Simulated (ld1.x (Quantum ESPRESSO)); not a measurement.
# Which change was made? (Sr, PAW)

Sr, PAW, made with ld1.x (Quantum ESPRESSO) 7.5 (PBE, scalar-relativistic). Core [Ar] 3d10, reference 4s2 4p6 4d0 5s1.5 5p0.5. Waves: 4s (bound): rcut 1.75, rcutus 2.00 bohr; 5s (bound): rcut 1.75, rcutus 2.00 bohr; 4p (bound): rcut 2.25, rcutus 2.55 bohr; 5p (bound): rcut 2.25, rcutus 2.55 bohr; 4d (bound, empty): rcut 2.35, rcutus 2.65 bohr; 4d channel at 0.85 Ry: rcut 2.35, rcutus 2.65 bohr. Local part: all-electron potential smoothed inside 1.60 bohr (lloc = -2). Core correction: Bessel-smoothed model core inside 1.35 bohr. Augmentation charge: BESSEL, radius 1.25 bohr.

Cutoffs, loose and tight: the cutoffs (Ry, on a coarse ladder) from which the occupation-weighted sum of valence levels, in a spherical-Bessel basis at the reference potential, stays within 10 and 1 mRy of its value at 400 Ry. They do not see the model core or the augmentation charge, which bear on the density cutoff. Test errors are all-electron minus pseudo excitation energies from the reference, over the configurations 4s2 4p6 4d0 5s2 5p0; 4s2 4p6 4d0 5s1 5p0; 4s2 4p6 4d0 5s0 5p0; 4s2 4p6 4d1 5s1 5p0; 4s2 4p5 4d0 5s2 5p0; 4s2 4p6 4d0.5 5s1.5 5p0; 4s2 4p6 4d0 5s1 5p1; variants that change the core or the reference have their own tests. The largest error is taken over the tests solved by every variant that gives reliable tests at all, those not shown here included: 4s2 4p6 4d0 5s1 5p0; 4s2 4p6 4d0 5s2 5p0; 4s2 4p6 4d1 5s1 5p0.

The base gives: outcome: generated, overlap not positive; bound ghosts: not determined (overlap not positive); largest test error (meV): +1.1.

On the changes marked as counting shells twice: ld1.x takes every shell without a wave as core, so the model core holds the marked electrons as well and exchange and correlation see them twice. This cancels in the reference configuration, but the file is broken for other ones, and its errors say nothing about a proper core correction.

After one change the result is: outcome: generated, overlap not positive; bound ghosts: not determined (overlap not positive); largest test error (meV): +0.4. Which change was it?
A. type RRKJ; waves now 4p (bound): rc 2.55 bohr; 4d (bound): rc 2.65 bohr; 4s (bound): rc 2.00 bohr; local potential the s channel; rho0 0.001 (5p, 5s counted twice)
B. waves 4s (bound): rcut 1.28, rcutus 1.36 bohr; 5s (bound): rcut 1.28, rcutus 1.36 bohr
C. fully relativistic

B. The others give: type RRKJ; waves now 4p (bound): rc 2.55 bohr; 4d (bound): rc 2.65 bohr; 4s (bound): rc 2.00 bohr; local potential the s channel; rho0 0.001 (5p, 5s counted twice) → outcome: generated, misses its reference levels by 0.37 eV; cutoff, loose: 21 Ry; cutoff, tight: 45 Ry; bound ghosts: none; largest test error (meV): -467 | fully relativistic → outcome: generated; bound ghosts: not determined; largest test error (meV): +2.7. A file whose overlap is not positive is unfit for use, and its test errors describe a broken file.
